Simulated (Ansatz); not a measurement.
`C=NB[SeH]`, one more setting.

```yaml
crystal:
  periodic: [false, false, false]
  atoms:
    - {symbol: C, position_ang: [-0.310990, 1.636150, -0.183414]}
    - {symbol: N, position_ang: [-0.105364, 0.453659, -0.327117]}
    - {symbol: B, position_ang: [0.261098, -0.718880, -0.351622]}
    - {symbol: Se, position_ang: [0.416014, -1.873804, 1.696116]}
    - {symbol: H, position_ang: [0.343042, 2.572675, 0.089276]}
    - {symbol: H, position_ang: [-1.699312, 1.799889, 0.007933]}
    - {symbol: H, position_ang: [0.331687, -1.316940, -1.191367]}
    - {symbol: H, position_ang: [0.714516, -2.752988, 0.620022]}
basis:
  gaussian: {orbitals: aug-cc-pVDZ}
hamiltonian: {xc: {name: wB97}}
```

```sh
$ ansatz run in.yaml --threads 2 --pin off --events-out ev --progress --plain --max-ram 4352MiB
```

Shortened log:

```
Functional definition: wB97
1356 factors; their error is unknown
695 factors; integrals over basis functions are off by at most 2.4e-5 eV
mean field evaluation 1: about -68613.7550 eV, gradient 4.5e1 eV
mean field evaluation 2: about -68613.9915 eV, gradient 4.5e1 eV
mean field evaluation 4: about -68618.1330 eV, gradient 1.8e0 eV
mean field evaluation 8: about -68618.1444 eV, gradient 1.3e-1 eV
mean field evaluation 16: about -68618.1034 eV, gradient 3.3e-4 eV
mean field -68618.10341891 eV, -2521.6687896240 hartree, gradient 4.9e-5 eV, S^2 0.000000; 0 other end points of the search recorded, 0 dependent functions left out
reference -68618.10339928 eV, -2521.6687889024 hartree; 28, 28 occupied and 113, 113 virtual orbitals, 1356 factors
Total energy: -68618.10339928 eV, -2521.6687889024 hartree
```

It took 8 s on 2 threads of an Arm Neoverse V1 on a shared host, with 0.4 GiB of host memory at the peak.
